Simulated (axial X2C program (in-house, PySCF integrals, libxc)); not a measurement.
LiRb⁺: cheaper levels and CCSD(T), 2c

All values were computed with an in-house relativistic program for diatomic molecules. Two-component (2c) means X2C with spin–orbit coupling and atomic mean-field two-electron Coulomb and Gaunt terms. Basis: Rb dyall-cv3z [12s13p8d4f1g], Li dyall-cv3z [7s8p2d] (cores contracted in-house); Gaussian nuclei, density fitting, unrestricted open shells. Masses: Rb 84.912 u, Li 7.016 u.

State: Ω = 1/2 (⟨Sz⟩ = 0.50, ⟨Lz⟩ = 0.00 at HF); fragments Rb+ + Li.

```json
{"level": "PBE0", "Re (Å)": "4.028", "ωe (cm⁻¹)": "132.3", "De (eV)": "0.497"}
{"level": "HF", "Re (Å)": "4.221", "ωe (cm⁻¹)": "126.3", "De (eV)": "0.410"}
{"level": "MP2", "Re (Å)": "4.069", "ωe (cm⁻¹)": "137.0", "De (eV)": "0.497"}
{"level": "CCSD", "Re (Å)": "4.068", "ωe (cm⁻¹)": "137.1", "De (eV)": "0.491"}
{"level": "M06", "Re (Å)": "4.260", "ωe (cm⁻¹)": "100.3", "De (eV)": "0.377"}
```

Correlated methods: 9 electrons correlated (number of frozen shells: Rb 3 s, 2 p, 1 d; Li 1 s), 237 virtual spin orbitals or spinors in MP2, 76 natural virtuals in coupled cluster.

CCSD(T), same Hamiltonian and basis:

Re = 4.058 Å, ωe = 137.8 cm⁻¹, De = 0.50 eV; T1 = 0.004 (Lee–Taylor normalisation).

**Question.** Give the differences from CCSD(T) in the columns below.

**Answer.** 

```tsv
level	ΔRe (Å)	Δωe (cm⁻¹)	ΔDe (eV)
PBE0	-0.030	-5.5	0.00
HF	0.163	-11.5	-0.09
MP2	0.011	-0.8	0.00
CCSD	0.010	-0.7	-0.01
M06	0.202	-37.5	-0.12
```

Occupations by symmetry block were frozen at the best pattern of an incomplete PBE0 search. De is counted from the lowest determinant-based energies of the atoms at the same level, without counterpoise correction. Density functionals use the spin component along the axis (collinear). Coupled cluster ran in a truncated set of natural virtual spinors; the MP2 energy of the rest was added. (T) has no such correction and the atoms are truncated less, which lowers De at CCSD(T) by a hundredth of an eV or more. The levels of this run spread widely (ωe from 100 to 138 cm⁻¹), so these constants depend on the method.
